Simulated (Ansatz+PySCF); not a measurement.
# singlet KCl: levels of theory in one basis

```yaml
atoms:
  - { symbol: K, position_ang: [0.0000, 0.0000, -1.1532] }
  - { symbol: Cl, position_ang: [0.0000, 0.0000, 1.2889] }
```

Basis set: def2-SVP (spherical functions). Correlated methods keep 10 orbitals frozen. Charge 0, multiplicity 1.

Computed with Ansatz (development build ahead of 0.2.0); each method stands on the lowest determinant of its kind that the runs found.

```
     method  E − E(RHF) (eV)  <S²> of the determinant
        RHF             0.00                     0.00
   RHF-CCSD            -5.38                        –
RHF-CCSD(T)            -5.44                        –
```

**Question.** What does RHF-MP2 give on the same scale?

**Answer.** -4.95 eV.

**Question.** Is a single determinant a sound starting point here?

**Answer.** By this sign, yes. Unrestricted orbitals gain 0.00 eV and <S²> is 0.00 against 0.00 for a pure state.
